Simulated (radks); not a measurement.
The numbers below are computed, except where a source is named.
Mean orbital radii <r> (bohr) of the lithium ion Li+, [He], at several levels of relativity; Dirac values are averaged over j with weights 2j + 1. Spin-unpolarised spherical Kohn-Sham, PBE, point nucleus unless stated (finite: rms radius 2.444 fm), a radial shooting solver on a logarithmic mesh with Libxc functionals. A level marked "c x" has the speed of light scaled by that factor.

shell,non-rel.,Dirac,"Dirac, c x 1.25","Dirac, c x 10","change of magnitude, last against first (%)"
1s,0.5790,0.5789,0.5789,0.5790,0.00
